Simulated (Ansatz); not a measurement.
Calculation: Ansatz (a program for electronic structure) with frozen-core CCSD(T)/cc-pVTZ // B3LYP-D3(BJ)/def2-TZVP.

Ansatz 0.2 input:
```yaml
crystal:
  periodic: [false, false, false]
  atoms:
    - { symbol: C, position_ang: [-0.923051, -0.316502, -0.055237] }
    - { symbol: C, position_ang: [0.319312, 0.44211, -0.41385] }
    - { symbol: O, position_ang: [0.433426, 1.198429, -1.341637] }
    - { symbol: C, position_ang: [1.473119, 0.202016, 0.483115] }
    - { symbol: N, position_ang: [2.356609, 0.001132, 1.19213] }
    - { symbol: H, position_ang: [-1.231818, -0.058051, 0.960753] }
    - { symbol: H, position_ang: [-1.713504, -0.079954, -0.76331] }
    - { symbol: H, position_ang: [-0.714093, -1.389178, -0.061965] }
basis:
  gaussian: { orbitals: cc-pVTZ }
correlation:
  method: ccsd_t
```

Output:

```
Functional definition: HF
1124 factors; integrals over basis functions are off by at most 1.0e-3 eV
mean field evaluation 1: about -6654.3931 eV, gradient 4.5e1 eV
mean field evaluation 2: about -6654.7128 eV, gradient 4.6e1 eV
mean field evaluation 4: about -6659.2441 eV, gradient 5.3e0 eV
mean field evaluation 8: about -6659.3656 eV, gradient 7.6e-1 eV
mean field evaluation 16: about -6659.3683 eV, gradient 2.8e-6 eV
mean field -6659.36830122 eV, -244.7272711879 hartree, gradient 2.8e-6 eV, S^2 0.000000; 0 other end points of the search recorded, 0 dependent functions left out
5 core orbitals not correlated
reference -6659.36830122 eV, -244.7272711879 hartree; 13, 13 occupied and 174, 174 virtual orbitals, 1124 factors
second order -24.22298310 eV of doubles, -0.00000000 eV of singles
cycle   1  -23.65377181 eV  change    5.7e-1 eV  update   1.3e-1
cycle   2  -24.38036343 eV  change   -7.3e-1 eV  update   4.2e-2
cycle   3  -24.55426282 eV  change   -1.7e-1 eV  update   1.9e-2
cycle   4  -24.54662178 eV  change    7.6e-3 eV  update   5.6e-3
cycle   5  -24.54746941 eV  change   -8.5e-4 eV  update   2.5e-3
cycle   6  -24.54974981 eV  change   -2.3e-3 eV  update   7.4e-4
cycle   7  -24.54963568 eV  change    1.1e-4 eV  update   3.1e-4
cycle   8  -24.54953393 eV  change    1.0e-4 eV  update   9.7e-5
cycle   9  -24.54956031 eV  change   -2.6e-5 eV  update   3.9e-5
cycle  10  -24.54954395 eV  change    1.6e-5 eV  update   1.3e-5
perturbative correction -1.19907395 eV, -0.0440651548 hartree
Total energy: -6685.11691911 eV, -245.6735154425 hartree
```

Cost: roughly 2.2 core-minutes.
